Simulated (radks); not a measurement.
Q: Species: Er+. Configuration: [Xe] 4f12 6s1. All-electron calculation, Dirac Kohn-Sham, PBE, spin-unpolarised, spherical densities, finite nucleus; open shells fill j = l - 1/2 first; Fermi nuclear charge, rms radius 5.2516 fm. Program: a radial shooting solver on a logarithmic mesh with Libxc functionals.

Spin-orbit splittings of the eigenvalues, e(l+1/2) - e(l-1/2), with zeta = 2 splitting/(2l+1) and mean radii in bohr:

| shell | occ. | splitting (eV) | zeta (eV) | <r> j=l-1/2 | <r> j=l+1/2 |
|---|---|---|---|---|---|
| 2p | 6 | 916.9 | 611.2 | 0.07147 | 0.07875 |
| 3p | 6 | 192.6 | 128.4 | 0.2146 | 0.2283 |
| 3d | 10 | 42.09 | 16.83 | 0.2012 | 0.2055 |
| 4p | 6 | ? | ? | 0.5172 | 0.5486 |
| 4d | 10 | 7.870 | 3.148 | 0.5774 | 0.5886 |
| 4f | 12 | 1.082 | 0.3092 | 0.8167 | 0.8384 |
| 5p | 6 | 5.353 | 3.569 | 1.417 | 1.529 |

Estimate the 4p splitting.

A: 43.31 eV (zeta = 28.88 eV).
